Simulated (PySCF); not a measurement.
**Electron correlation in Rb⁺ (rubidium, charge +1)**

[Kr], closed-shell 1S. All numbers are calculated (PySCF 2.14, scalar relativity by spin-free X2C-1e, in ANO-RCC-VTZP). Frozen: [Ar] 3d10; 8 electrons correlated.

| level | correlation energy (mhartree) |
| --- | --- |
| CCSD | -189.52 |
| (T) | -4.72 |
| CCSD(T) | -194.24 |
| CCSDT | -194.60 |

Diagnostics: T1 = 0.0013, D1 = 0.0033, largest double amplitude 0.039.

Cost of the coupled-cluster step: about 0.3 core-seconds, for 8 correlated electrons.
